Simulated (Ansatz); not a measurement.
Reaction (hydrogen abstraction from a Ge–H bond): `[SH][GeH3]` + F• → `[SH][GeH2]`• + H–F

Computed with Ansatz on PBE0-D4/def2-TZVP structures; ΔE is electronic, products minus reactants. CCSD(T)/CBS is the MP2 limit (def2-TZVPP, def2-QZVPP) plus CCSD(T) − MP2 in def2-TZVPP, frozen cores. This one scheme is used for every species, atoms too. Functionals use def2-TZVPP. No spin–orbit coupling; open shells (•) take unrestricted orbitals. Spin–orbit coupling would lower the free atoms: a little for F. For Ge outer-core shells are correlated without core-valence functions, so the limit isn't a true one: a few kJ/mol of doubt a bond, and 10 to 20 or more in all where bonds break to atoms. Scalar relativity is left out up to krypton.

`[SH][GeH3]`:

Cartesian coordinates in Å:
```
S 1.395 -0.671 0.754
Ge -0.530 -0.040 -0.165
H 2.022 0.487 0.495
H -0.331 0.287 -1.653
H -1.098 1.185 0.567
H -1.459 -1.248 0.003
```

`[SH][GeH2]`•:

Z-matrix (Å, degrees):
```
Ge
S 1 2.220
H 1 1.550 2 109.5
H 1 1.545 2 104.6 3 -118.8
H 2 1.343 1 94.4 3 -47.2
```

H–F:

Z-matrix (Å, degrees):
```
F
H 1 0.920
```

Task: Is it downhill or uphill in electronic energy at CCSD(T)/CBS, and by how much? (Estimate.)

Result: The calculation gave: Downhill: ΔE = -53.9 kcal/mol.

Task: What do these levels give: r2SCANh-D4, r2SCAN0, BHLYP, CCSD/def2-SVP, MP2/def2-TZVPP, MP2/CBS(def2)? (Estimate.)

Result: Computed: r2SCANh-D4 -52.8, r2SCAN0 -50.2, BHLYP -45.7, CCSD/def2-SVP -44.0, MP2/def2-TZVPP -57.2, MP2/CBS(def2) -60.1 kcal/mol.

Largest T1 diagnostic among the species: 0.014.

At CCSD(T), def2-SVP lies +9.2 kcal/mol from the extrapolated value and def2-TZVPP +3.0 kcal/mol. Leaving LDA and LC-ωPBE aside and taking each functional with its dispersion term where it has one, the values, not all of them listed here, spread over 14.4 kcal/mol, from PBE-D4 to BHLYP-D4. LDA lies −10.6 kcal/mol from PBE without D4.
